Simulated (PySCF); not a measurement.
## Orbital energies, ionisation energy and electron affinity

Species: C2H7BrGeSi2.
Cartesian coordinates in Å at the PBE0-D3(BJ)/def2-SVP level; atoms count from 1:
```xyz
13
C2H7BrGeSi2 angstrom
C      2.076    1.928    0.016
C      1.871    0.749   -0.204
Ge     1.432   -1.073   -0.533
Si    -0.844   -1.309    0.159
Si    -1.925    0.771    0.123
Br    -0.859   -2.022    2.288
H      2.270    2.968    0.210
H      1.596   -1.338   -2.040
H      2.379   -1.976    0.270
H     -1.552   -2.337   -0.662
H     -1.283    1.651    1.142
H     -3.370    0.586    0.454
H     -1.802    1.386   -1.234
```

Level: CAM-B3LYP/def2-SVPD (PySCF). Frontier orbitals with their largest atomic shares (Löwdin; up to four atoms above 4 %):

```tsv
orbital	ε (eV)	main atoms
HOMO−3	-9.92	Br6 40 %, C2 25 %, C1 23 %, Si4 4 %
HOMO−2	-9.64	C2 40 %, C1 39 %, Ge3 8 %
HOMO−1	-9.41	Br6 49 %, Si4 15 %, Si5 9 %, C2 8 %
HOMO	-8.79	?
LUMO	-0.10	Si4 28 %, Br6 26 %, Ge3 14 %, Si5 11 %
LUMO+1	0.49	Ge3 24 %, Si4 15 %, Si5 15 %, H9 8 %
LUMO+2	0.63	Ge3 20 %, Si4 16 %, C1 14 %, C2 13 %
```

Task: What vertical ionisation energy does ΔSCF give, and how far is −ε(HOMO) from it?

Result: ΔSCF: 9.43 eV (909 kJ/mol; threshold wavelength 132 nm); ⟨S²⟩ of the doublet left behind is 0.760, against 0.75 for a pure doublet. −ε(HOMO) is 8.79 eV, 0.64 eV below it. For the exact functional −ε(HOMO) would equal the first vertical ionisation energy; CAM-B3LYP (range-separated hybrid) falls short of its own ΔSCF value by 7 %. Holes in the HOMO−1 and HOMO−2 were tried too where these lie within 1.2 eV of the HOMO; the lowest converged state counts.

Task: On which atoms does the HOMO lie?

Result: Br6 (bromine bonded to Si) 27 %, Si4 (SiH silicon) 19 %, Ge3 (germanium bonded to C, Si and 2 H) 16 %, Si5 (SiH3 silicon) 10 %, so no atom holds as much as 40 %. The HOMO−1 lies 0.62 eV lower.

Task: And the vertical electron affinity, the fundamental gap, Mulliken's electronegativity and the hardness (with the factor ½)?

Result: EA = -0.42 eV by ΔSCF (−ε(LUMO) = 0.10 eV); a negative value means that the added electron isn't bound at this geometry and level, and the number then depends on the basis. IE − EA = 9.85 eV against an orbital gap of 8.69 eV; (IE + EA)/2 = 4.50 eV; (IE − EA)/2 = 4.92 eV. Parr's electrophilicity index (IE + EA)²/[8(IE − EA)] is 1.03 eV.

Task: What total energies stand behind the ΔSCF value?

Result: E(N) = -5309.93855 Eh and E(N − 1) = -5309.59217 Eh at the same geometry, 0.34638 Eh apart. With one more electron, E(N + 1) = -5309.92328 Eh.

Task: Shift the occupied levels rigidly so that −ε(HOMO) equals the ΔSCF value. What binding energies result?

Result: The shift is +0.64 eV: HOMO 9.43, HOMO−1 10.05, HOMO−2 10.28, HOMO−3 10.56 eV. A rigid shift is only a rough guide to the deeper ionisations.

Task: How many of the 10 lowest singlet excitations (vertical TDDFT, same level) lie below the ionisation energy?

Result: All 10; they run from 5.45 to 7.13 eV.

Task: The lowest singlet excitation (vertical TDDFT, same level) lies at 5.45 eV. How far is it below IE − EA?

Result: IE − EA = 9.85 eV, so by 4.40 eV.

Geometry: PBE0-D3(BJ)/def2-SVP, one conformer, isolated molecule. The calculation is non-relativistic, for germanium and bromine too.
